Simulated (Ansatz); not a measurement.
One geometry of the cluster HgF₂⁺, several levels of theory.

```yaml
crystal:
  periodic: [false, false, false]
  atoms:
    - {symbol: Hg, position_ang: [-0.000030, -0.000158, -0.000368]}
    - {symbol: F, position_ang: [-1.716244, 0.865624, -0.228387]}
    - {symbol: F, position_ang: [1.716264, -0.865466, 0.228755]}
basis:
  gaussian: {orbitals: def2-TZVP, initial_orbitals: start.molden}
total_charge: 1
magnetization: {spin_polarized: true, initial_magnetization: 1}
hamiltonian: {xc: {name: B3LYP}, dispersion: d4}
scf: {omitted_lower_state_checks: [starts]}
output: {forces: true, orbitals: {seedname: orbitals}}
```

The file start.molden holds the orbitals of an earlier run on this structure, at another level or in another basis.

```sh
$ ansatz run in.yaml --threads 4 --pin off --events-out ev --progress --plain --max-ram 3916MiB
```

It prints (some lines left out):

```
Functional definition: B3LYP
731 factors; their error is unknown
mean field evaluation 1: about -9601.1422 eV, gradient 4.8e0 eV
mean field evaluation 2: about -9601.1757 eV, gradient 4.3e-2 eV
mean field evaluation 4: about -9601.2155 eV, gradient 5.4e-5 eV
mean field evaluation 8: about -9601.2155 eV, gradient 2.2e-5 eV
mean field evaluation 16: about -9601.2155 eV, gradient 5.9e-6 eV
mean field -9601.21554426 eV, -352.8381633139 hartree, gradient 5.9e-6 eV, S^2 0.757910; 0 other end points of the search recorded, 0 dependent functions left out
reference -9601.21571687 eV, -352.8381696572 hartree; 19, 18 occupied and 86, 87 virtual orbitals, 731 factors
Total energy: -9601.26295994 eV, -352.8399058079 hartree
Atom 0 at    -0.000030    -0.000158    -0.000368 Å, force    -0.000073     0.000500     0.000975 eV/Å
Atom 1 at    -1.716244     0.865624    -0.228387 Å, force     0.107587    -0.054490     0.013836 eV/Å
Atom 2 at     1.716264    -0.865466     0.228755 Å, force    -0.107514     0.053990    -0.014811 eV/Å
Dipole moment:    -0.000030    -0.000101    -0.000251 e Å
Checks for a lower state left out: starts
```

Hardware: 4 threads of Arm Neoverse V2 on a shared host. Wall time 6 s.

As the first input, with `hamiltonian: {xc: pbe}`, `correlation: {method: rpa}` and without the key `output` (abridged; 4.7 s):

```
Functional definition: PBE
mean field evaluation 16: about -9596.3471 eV, gradient 3.7e-8 eV
mean field -9596.34713643 eV, -352.6592526260 hartree, gradient 1.5e-6 eV, S^2 0.752717
2 core orbitals not correlated: weight in the atoms' cores, before any rotation towards them, 1.000 or more for the frozen orbitals, at most 0.000 for the correlated occupied ones
Total energy: -9586.14963526 eV, -352.2845013701 hartree
Checks for a lower state left out: starts
```

The first input with `hamiltonian: {xc: pbe, dispersion: d4}`, `output: {orbitals: {seedname: orbitals}}` (abridged; 3 s):

```
Functional definition: PBE
mean field -9596.34714678 eV, -352.6592530065 hartree, gradient 6.4e-6 eV, S^2 0.752717
Total energy: -9596.37578134 eV, -352.6603053072 hartree
Checks for a lower state left out: starts
```

First input, but with `correlation: {method: mp2}`, `output: {orbitals: {seedname: orbitals}}` and without the key `hamiltonian` (abridged; 1 s):

```
Functional definition: HF
mean field -9552.23432308 eV, -351.0381366362 hartree, gradient 2.7e-6 eV, S^2 0.755645
2 core orbitals not correlated: weight in the atoms' cores, before any rotation towards them, 1.000 or more for the frozen orbitals, at most 0.000 for the correlated occupied ones
second order -23.66718515 eV of doubles, -0.00000000 eV of singles
Total energy: -9575.90150823 eV, -351.9078896482 hartree
Checks for a lower state left out: starts
```

Geometry: PBE-D4/def2-TZVP.

In the def2 sets Hg takes a core potential; there is no spin–orbit coupling. B3LYP takes the VWN-RPA correlation. Correlated methods freeze 2 core orbitals; core or outer-core shells of Hg are correlated, in sets that lack core-valence functions. The structure comes from a short search, and lower isomers may exist.
